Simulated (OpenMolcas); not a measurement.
## Cu4+, Ag4+, Au4+: d7 down the group

| Property | Result |
| --- | --- |
| Program | OpenMolcas |
| Method | MS-CASPT2, IPEA 0.25 Eh, imaginary shift 0.1 Eh |
| Basis | ANO-R3 |
| Scalar Hamiltonian | X2C, finite nucleus |
| Spin-orbit coupling | RASSI with atomic mean-field integrals over the reference wave functions, term energies averaged over their components |

Active space for each ion: 7 electrons in 5 orbitals (d); closed shells correlated by CASPT2: Cu4+ 3s 3p; Ag4+ 4s 4p; Au4+ 5s 5p.

Computed levels in cm-1 above 4F 9/2:

```csv
Level,Cu4+,Ag4+,Au4+
4F 7/2,1567,3570,12120
4F 3/2,3440,6930,19500
4P 5/2,20910,15150,20490
4P 1/2,22050,17240,24250
2G 9/2,22170,16930,21810
2G 7/2,23660,20360,29940
2P 1/2,27900,24360,40130
2H 11/2,30470,22930,28810
2D 5/2(1),30730,24520,35160
weight of 4F in the lowest level (%),100,96,82
```

Mixed levels, with the weight of the term that names them: Au4+ 4F 3/2 (51 %), Au4+ 4P 5/2 (72 %), Au4+ 4P 1/2 (66 %), Au4+ 2G 9/2 (55 %), Au4+ 2P 1/2 (66 %), Au4+ 2D 5/2(1) (67 %).

Measured, with the error of the calculation in %. Measured levels: Cu4+ from Sugar and Musgrove, J. Phys. Chem. Ref. Data 19, 527 (1990); Ag4+ from the list in Gamrath, thesis, University of Mons (2023).

| Level | Cu4+ | Ag4+ |
| --- | --- | --- |
| 4F 7/2 | 1616 (-3.0) | 3690 (-3.4) |
| 4F 3/2 | 3528 (-2.5) | 7097 (-2.4) |
| 4P 5/2 | 20827 (+0.4) | 14899 (+1.7) |
| 4P 1/2 | 21935 (+0.5) | 17067 (+1.0) |
| 2G 9/2 | 22575 (-1.8) | 16875 (+0.3) |
| 2G 7/2 | 24100 (-1.8) | 20442 (-0.4) |
| 2P 1/2 | 28367 (-1.6) | 24599 (-1.0) |
| 2H 11/2 | 30402 (+0.2) | 22532 (+1.8) |
| 2D 5/2(1) | 30966 (-0.8) | 24361 (+0.7) |

The fine-structure level 4F 3/2 changes by a factor of 5.67 from Cu4+ to Au4+.

Without spin-orbit coupling 4P lies 19890, 12880, 11230 cm-1 above 4F in that order; the difference to the level 4P 5/2, of either sign, comes from spin-orbit coupling, which also lowers the zero.

Term energies are means over components that CASPT2 splits; among the terms shown or strongly mixed into the levels shown the widest spread is 1000 cm-1 (4d7 4F, Ag4+). The CASPT2 spread within a term exceeds the gap to the next term for 3d7 2H and 3d7 2D(1), so the order of their levels is uncertain (holds for Cu4+). Measured partners are found by configuration, term and J. A level has none where our copy of the source lacks it or the pairing is in doubt (some pairs that miss far off the trend of their configuration count as doubtful), and it then counts in no deviation. Only configurations of the active space appear.

A number in round brackets counts repeated terms of one configuration in the order of the reference energies.
